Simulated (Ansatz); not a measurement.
Clusters of 3 atoms, binary: r2SCAN-D4/def2-TZVPD single points in Ansatz on relaxed structures, gas phase. Each cluster is the lowest isomer that a short search found in that spin, judged at the geometry's level, and lower ones may exist. Core potentials for Sb, Sn, Te, no spin–orbit coupling. HOMO and LUMO are taken over both spins. Binding counts from free atoms in the multiplicity of their measured ground term, without zero-point energy. Singlets are spin-restricted. The spins of the ions were chosen, not always searched. A dash marks a value that wasn't run or was left out as unsound. The structures are stationary points that may keep the symmetry of their start. Remarks come from the PBE and PBE0 runs and from stability tests at other levels; not every state was tested. A HOMO above zero means that the electron is unbound at that level and held by the basis, or that self-interaction error raises the level; the energy of removing that electron tells which.

**Question.** Estimate the order by gap (eV), lowest first.
A. CaSi2 (singlet)
B. SeS2 (singlet)
C. Ge2Se (singlet)
D. Ge2Sb (doublet; reduced ion singlet)
E. Ge2Te (singlet)
F. PSe2 (doublet; reduced ion singlet)

**Answer.** D (1.08), E (1.21), C (1.26), B (1.32), A (1.54), F (1.79).

In full:

```csv
species,atoms,state,geometry,HOMO (eV),LUMO (eV),gap (eV),vertical EA (eV),binding per atom (eV),lowest of the spins relaxed,point group (within 0.1 Å),remarks
PSe2,3,doublet; reduced ion singlet,PBE-D4/def2-TZVP,-5.37,-3.58,1.79,–,2.26,–,C2v,"HOMO above zero (-1 singlet), restricted singlet, untested (-1 singlet)"
Ge2Te,3,singlet,PBE0-D4/def2-TZVP,-5.11,-3.90,1.21,1.70,2.44,–,C2v,HOMO above zero (-1 doublet)
Si2Ge,3,singlet,PBE0-D4/def2-TZVP,-5.52,-4.28,1.24,2.01,–,–,Cs,"triplet lower at PBE0, HOMO above zero (-1 doublet), triplet lowest at PBE0"
CaSi2,3,singlet,PBE-D4/def2-TZVP,-4.18,-2.64,1.54,1.34,2.16,–,C2v,HOMO above zero (-1 doublet)
SeS2,3,singlet,PBE0-D4/def2-TZVP,-6.41,-5.09,1.32,2.40,2.33,–,Cs,HOMO above zero (-1 doublet)
Ge2Sb,3,doublet; reduced ion singlet,PBE0-D4/def2-TZVP,-5.48,-4.40,1.08,2.23,2.16,–,C2v,HOMO above zero (-1 singlet)
Ge2Se,3,singlet,r2SCAN-D4/def2-TZVP,-5.11,-3.84,1.26,1.56,2.67,–,C2v,HOMO above zero (-1 doublet)
AlB2,3,doublet; reduced ion singlet,r2SCAN-D4/def2-TZVP,-5.68,-4.49,1.19,–,2.42,–,C2v,"spin-contaminated (⟨S²⟩ up to 0.85), HOMO above zero (-1 singlet), restricted SCF unstable in HF (-1 singlet)"
SiSn2⁻,3,doublet,r2SCAN-D4/def2-TZVPD,-0.19,–,–,–,–,"doublet, of doublet/quartet",C2v,"HOMO above zero at PBE or PBE0, HOMO above zero (quartet)"
```

The gap (eV) runs from 1.08 (Ge2Sb) to 1.79 (PSe2). The vertical EA (eV) runs from 1.34 (CaSi2) to 2.40 (SeS2).
